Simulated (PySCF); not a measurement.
**Correlation energy of Cu (copper, neutral)**

[Ar] 3d10 4s1, 2S determinant. All numbers are calculated (PySCF 2.14, the spin-free X2C one-electron Hamiltonian (Gaussian nucleus), in aug-cc-pVTZ-DK). Frozen: [Ar]; 11 electrons correlated.

| level | correlation energy (mhartree) |
| --- | --- |
| CCSD | -457.12 |
| (T) | -23.12 |
| CCSD(T) | -480.24 |

Diagnostics: T1 = 0.025, D1 = 0.0783, largest double amplitude 0.018.

Problem. Is a single reference adequate?

Solution. Yes: T1 lies below 0.03 and no double amplitude reaches 0.07.
